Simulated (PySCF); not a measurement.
# Reading the logs of faulty runs: Al2H5OSi cation

These are calculations, not measurements. They come from PySCF 2.14.0, an open-source quantum chemistry program, on an isolated molecule that a program drew, which may never have been made. The molecule is Al2H5OSi cation (charge +1, singlet), drawn as the SMILES string `[AlH2][AlH][O][SiH2+]`.

Each row is a Hartree-Fock (HF) and frozen-core CCSD(T) single point in the cc-pV(D+d)Z basis, meant for a local HF minimum. Run 1 is clean. Each other run has one planted mistake out of seven kinds, and not every kind appears here: one electron removed, one electron added, multiplicity raised by two, geometry at a saddle point, minimal basis STO-3G, one bond length entered in bohr, all coordinates scaled. The reference is restricted for singlets and unrestricted otherwise, and also for a bond in bohr. Adding or removing an electron swaps singlet and doublet. Electrons count all cores. HOMO and LUMO are orbital energies over both spins, the gradient is its largest component, and the lowest frequency (negative if imaginary) is given only where the gradient is small. Bond lengths are over the 8 bonds as drawn. T1 is the CCSD diagnostic: over 0.02 (restricted) or 0.045 (unrestricted) a single reference is doubtful.

Geometry of the clean run:
```xyz
9
Al2H5OSi cation, angstrom
Al   -3.0976    0.8114    0.7369
Al   -1.1862    0.5299   -1.0591
O     0.4590    1.1152   -0.5346
Si    1.8827    1.5805   -0.1796
H    -2.6696    1.4474    2.1135
H    -4.5567    0.3517    0.3901
H    -0.9983   -0.0113   -2.5206
H     2.2885    2.9533   -0.4551
H     2.8172    0.6511    0.4433
```

| run | electrons | basis functions | <S^2> | HOMO (eV) | LUMO (eV) | gradient (hartree/bohr) | lowest frequency (cm^-1) | mean bond (Å) | longest bond (Å) | T1 | HF (hartree) | CCSD(T) (hartree) | mistake |
|---|---|---|---|---|---|---|---|---|---|---|---|---|---|
| 1 | 52 | 108 | 0.000 | -13.14 | -4.27 | 3.3e-05 | 53 | 1.7038 | 2.638 | 0.0176 | -850.36151 | -850.80571 | no fault |
| 2 | 52 | 108 | 0.000 | -13.11 | -4.38 | 3.3e-05 | -91 | 1.7049 | 2.638 | 0.0162 | -850.35970 | -850.80277 | geometry at a saddle point |
| 3 | 51 | 108 | 0.780 | -20.02 | -11.38 | 6.6e-02 | - | 1.7038 | 2.638 | 0.0199 | -849.91190 | -850.33080 | one electron removed |
| 4 | 53 | 108 | 0.764 | -4.41 | -0.89 | 4.0e-02 | - | 1.7038 | 2.638 | 0.0239 | -850.50621 | -850.97254 | one electron added |
| 5 | 52 | 108 | 0.000 | -12.94 | -4.33 | 4.2e-02 | - | 1.7855 | 2.764 | 0.0202 | -850.34469 | -850.79622 | ? |

**Which mistake was planted in run 5, and what did it cost?**

The mean and the longest bond both change by the same factor, 1.048, and the gradient is no longer small. So the mistake is: all coordinates scaled. Subtracting run 1 and multiplying by 627.51 kcal/mol a hartree, the energy moved by 10.6 kcal/mol in HF and 6.0 kcal/mol in CCSD(T).

Cautions from the logs. Run 5: T1 is over the limit, so its CCSD(T) energy is less reliable.
